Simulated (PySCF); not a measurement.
Mayer bond orders and bond lengths

C6H11B.
Atom-mapped SMILES: `[CH3:1][CH:2]=[C:3]=[CH:4][B:5]([CH3:6])[CH3:7]` (hydrogens: H8, H9, H10 on C1; H11 on C2; H12 on C4; H13, H14, H15 on C6; H16, H17, H18 on C7)

Cartesian coordinates in Å at the PBE0-D3(BJ)/def2-SVP level; atoms count from 1:
```xyz
18
C6H11B angstrom
C      3.1570   -1.6601   -1.5436
C      2.2059   -0.8507   -0.7114
C      1.1039   -0.2975   -1.1502
C     -0.0289    0.2140   -1.5914
B     -1.3692   -0.5881   -1.5594
C     -2.6441    0.0831   -2.1965
C     -1.4491   -2.0226   -0.9244
H      3.2786   -2.6722   -1.1247
H      2.8015   -1.7567   -2.5785
H      4.1560   -1.1948   -1.5637
H      2.4536   -0.7036    0.3488
H      0.0028    1.2356   -1.9981
H     -2.7447    1.1411   -1.9019
H     -3.5905   -0.4388   -1.9928
H     -2.5032    0.0983   -3.2942
H     -2.0847   -1.9584   -0.0214
H     -0.4835   -2.4591   -0.6309
H     -1.9764   -2.7211   -1.5964
```

Bond orders from the PBE0/pcSseg-1 density (PySCF). Geometry: PBE0-D3(BJ)/def2-SVP; no solvent, vibrations or thermal averaging.

(1) How far do the computed orders between heavy atoms stray from the drawn ones?

(2) Give the Mayer order of every bond, beside its length.

Results:

(1) The largest departure is 0.099, at C2–C3 (drawn double, 1.901).

(2) 
```
  bond  drawn as  length (Å)  Mayer order
 C1–C2    single       1.501        1.058
 C2–C3    double       1.309        1.901
 C3–C4    double       1.319        1.911
 C4–B5    single       1.562        0.974
 B5–C6    single       1.575        1.026
 B5–C7    single       1.571        1.071
 C1–H8    single       1.102        0.953
 C1–H9    single       1.099        0.970
C1–H10    single       1.102        0.953
C2–H11    single       1.099        0.904
C4–H12    single       1.100        0.906
C6–H13    single       1.103        0.957
C6–H14    single       1.100        0.965
C6–H15    single       1.107        0.935
C7–H16    single       1.106        0.932
C7–H17    single       1.100        0.955
C7–H18    single       1.103        0.946
```

By pair of heavy elements: C–C: lowest C1–C2 (1.058, 1.501 Å), highest C3–C4 (1.911, 1.319 Å). B–C: lowest C4–B5 (0.974, 1.562 Å), highest B5–C7 (1.071, 1.571 Å); in 2 of the 3 pairs the longer bond (by over 0.003 Å) has the higher order (by 0.02 or more).

Task: Sum the orders of all bonds at each heavy atom with more than one neighbour and set the sums beside the valence in the SMILES.

Result: C1 3.934 (drawn 4), C2 3.863 (drawn 4), C3 3.812 (drawn 4), C4 3.791 (drawn 4), B5 3.071 (drawn 3), C6 3.883 (drawn 4), C7 3.904 (drawn 4). Orders between atoms that aren't bonded are not in these sums.

For a closed shell the Mayer order of atoms A and B is Σ (PS)μν (PS)νμ over the basis functions μ on A and ν on B, with P the density and S the overlap matrix.

These values come from a run that also computed NMR shieldings. On an Arm Neoverse V1 with one thread, on a shared host, this took 20 s wall and 0.95 GiB of memory at its peak.
